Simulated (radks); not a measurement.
Question: These are the eigenvalues of the occupied orbitals of an atom or ion with whole-number occupations (eV). Calculated with a radial shooting solver on a logarithmic mesh with Libxc functionals: Dirac Kohn-Sham, PBE, spin-unpolarised, spherical densities, finite nucleus; Fermi nuclear charge, rms radius of each element as measured or else 0.836 A^(1/3) + 0.57 fm.

1s1/2: -3918.613
2s1/2: -886.9519

Which element is it, and in what charge state? The configuration may be excited. Open shells, if any, are shared by 2j + 1.

Answer: Z = 18, argon, charge +15: Ar15+ in [He] 2s1. The 1s level, -144.01 hartree, gives Z - s = 17.0 by -(Z - s)^2/2, which with screening and relativity narrows Z to a few neighbours, and the depths must fix Z and the occupations together.
